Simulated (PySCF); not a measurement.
# Relaxation of doublet AsS2

Level of theory: UPBE0/[As def2-TZVP, S def2-TZVP], no relativity, density fitting, PySCF. A (50,194) grid was used.

A hand-made bent start, of C2v symmetry, held to at least that symmetry:

```xyz
3
charge 0 multiplicity 2, angstrom
As    0.0000    0.0000   -0.5493
S     1.7038    0.0000    0.6437
S    -1.7038    0.0000    0.6437
```

Task: What forces act on the atoms at the start (eV/Å)?

Result: 
| atom | Fx | Fy | Fz |
| --- | --- | --- | --- |
| As1 | 1.01 | 0.00 | 0.68 |
| S2 | -0.36 | 0.00 | -0.70 |
| S3 | -0.65 | 0.00 | 0.01 |

Task: What does it relax to?

Result: It ends at C2v with As–S 2.041 Å (×2); S–As–S 128.2°. A frequency run shows a minimum. Other isomers or separated fragments may lie lower.

Task: How much energy is released, and in how many steps?

Result: 22.5 kJ/mol in 5 steps.

The relaxation took of the order of 60 core-seconds on a shared host.
